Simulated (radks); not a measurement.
The gold anion Au-, [Hg], held by a Watson sphere: a shell of charge +1 at radius R that stands for the Madelung well of a crystal (potential energy -1/R inside, -1/r outside, in hartree with lengths in bohr). Calculated with a radial shooting solver on a logarithmic mesh with Libxc functionals: scalar-relativistic Kohn-Sham, r2SCAN, spin-unpolarised, spherical densities, finite nucleus; meta-GGA in the generalised Kohn-Sham scheme; Fermi nuclear charge, rms radius of each element as measured or else 0.836 A^(1/3) + 0.57 fm.

[
 {"R (bohr)": "2.9", "e(5p) (eV)": "-61.552", "e(5d) (eV)": "-7.419", "e(6s) (eV)": "-6.803", "<r> 6s (bohr)": "2.827", "sum of <r^2> (bohr^2)": "69.76", "X-ray form factor at sin(theta)/lambda = 0.2 1/angstrom": "67.156"},
 {"R (bohr)": "3.17", "e(5p) (eV)": "-61.219", "e(5d) (eV)": "-7.048", "e(6s) (eV)": "-6.530", "<r> 6s (bohr)": "2.873", "sum of <r^2> (bohr^2)": "70.74", "X-ray form factor at sin(theta)/lambda = 0.2 1/angstrom": "67.139"},
 {"R (bohr)": "3.87", "e(5p) (eV)": "-60.438", "e(5d) (eV)": "-6.203", "e(6s) (eV)": "-5.799", "<r> 6s (bohr)": "2.979", "sum of <r^2> (bohr^2)": "72.89", "X-ray form factor at sin(theta)/lambda = 0.2 1/angstrom": "67.123"},
 {"R (bohr)": "4.66", "e(5p) (eV)": "-59.691", "e(5d) (eV)": "-5.424", "e(6s) (eV)": "-5.048", "<r> 6s (bohr)": "3.070", "sum of <r^2> (bohr^2)": "74.69", "X-ray form factor at sin(theta)/lambda = 0.2 1/angstrom": "67.125"}
]
